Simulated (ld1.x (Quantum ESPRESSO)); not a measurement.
# ruthenium (Ru): one change to a PAW potential, before and after

Ru (Z = 44), PAW, made with ld1.x (Quantum ESPRESSO) 7.5 (PBE, scalar-relativistic). Core [Kr], reference 4d7 5s1 5p0. Waves: 5s (bound): rcut 2.10, rcutus 2.85 bohr; 5s channel at 2.65 Ry: rcut 2.10, rcutus 2.85 bohr; 5p (bound, empty): rcut 3.75, rcutus 4.30 bohr; 5p channel at 0.8 Ry: rcut 3.75, rcutus 4.30 bohr; 4d (bound): rcut 1.30, rcutus 1.50 bohr; 4d channel at 0.25 Ry: rcut 1.30, rcutus 1.50 bohr. Local part: all-electron potential smoothed inside 3.50 bohr (lloc = -2). Core correction: Bessel-smoothed model core inside 0.75 bohr. Augmentation charge: PSQ, inside the norm-conserving radii.

All-electron outer shells of the reference configuration (PBE, scalar-relativistic, ld1.x):

```json
{"shell": "4s", "level (eV)": "-76.37", "outermost node (bohr)": "0.48", "outermost maximum (bohr)": "0.92"}
{"shell": "4p", "level (eV)": "-46.42", "outermost node (bohr)": "0.49", "outermost maximum (bohr)": "0.98"}
{"shell": "4d", "level (eV)": "-5.20", "outermost node (bohr)": "0.48", "outermost maximum (bohr)": "1.21"}
{"shell": "5s", "level (eV)": "-4.24", "outermost node (bohr)": "1.24", "outermost maximum (bohr)": "2.73"}
{"shell": "5p", "level (eV)": "-0.91", "outermost node (bohr)": "1.41", "outermost maximum (bohr)": "3.97"}
```

Change: all radii but the core radius scaled by about 1.12 (s 3.18, p 4.82, d 1.68 bohr, rcut 2.34/4.20/1.46); local potential all-electron potential smoothed inside 3.92 bohr (lloc = -2).

Cutoffs: the cutoffs (Ry, on a coarse ladder) from which the occupation-weighted sum of valence levels, in a spherical-Bessel basis at the reference potential, stays within 10 and 1 mRy of its value at 400 Ry; they do not see the model core or the augmentation charge, which bear on the density cutoff. Errors are all-electron minus pseudo energies relative to the spin-unpolarised reference configuration.

Task: How do hardness, ghosts and transferability respond?

Result: The potential gets softer (45 Ry and 80 Ry → 40 Ry and 60 Ry); the errors of the 7 common tests hardly move; neither file shows a bound ghost. A larger radius leaves more room for a smooth pseudo-wave, so fewer plane waves are needed.

```tsv
quantity	base	changed
cutoff, loose	45 Ry	40 Ry
cutoff, tight	80 Ry	60 Ry
loose cutoff by channel (10 mRy a level)	s 6 Ry, d 40 Ry	s 6 Ry, d 35 Ry
bound ghosts	none	none
error for 4d7 5s0 5p0, meV [ΔE 7.29 eV]	-4.3	-4.4
error for 4d6 5s0 5p0, meV [ΔE 25.48 eV]	-66	-71
error for 4d5 5s0 5p0, meV [ΔE 56.10 eV]	-432	-467
error for 4d8 5s0 5p0, meV [ΔE -0.33 eV]	-27	-29
error for 4d7 5s0.5 5p0, meV [ΔE 2.86 eV]	-1.3	-1.3
error for 4d7.5 5s0.5 5p0, meV [ΔE -0.32 eV]	-8.4	-9.0
error for 4d4 5s0 5p0, meV [ΔE 100.61 eV]	-1372	-1468
lowest overlap eigenvalue by channel	s 0.65, p 0.61, d 1.00	s 0.59, p 0.46, d 1.00
```
